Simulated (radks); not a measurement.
Species: Ca15+. Configuration: [He] 2s2 2p1 (the NIST ground configuration). Method: non-relativistic Kohn-Sham, LB94 model potential, spin-polarised, spherical densities, point nucleus; open shells are filled with parallel spins first; computed with a radial shooting solver on a logarithmic mesh with Libxc functionals. Some entries of the table are withheld. Estimate them.

| orbital | occ. | eigenvalue (hartree) | <r> (bohr) | <r^2> (bohr^2) |
|---|---|---|---|---|
| 1s down | 1 | -174.1796 | 0.07671 | 0.007871 |
| 1s up | 1 | -174.0739 | 0.07674 | 0.007881 |
| 2s up | 1 | (1) | 0.3300 | 0.1273 |
| 2s down | 1 | (2) | 0.3313 | 0.1284 |
| 2p up | 1 | -35.26912 | 0.2830 | 0.09693 |
| 2p down | 0 | -34.91592 | 0.2833 | 0.09730 |
| 3s up | 0 | -15.52350 | 0.7727 | 0.6785 |
| 3s down | 0 | -15.41908 | 0.7764 | 0.6851 |
| 3p up | 0 | -15.04123 | 0.7351 | 0.6231 |
| 3p down | 0 | -14.95110 | 0.7381 | 0.6283 |

Answer. 
(1) 2s up eigenvalue (hartree): -36.92335
(2) 2s down eigenvalue (hartree): -36.53318
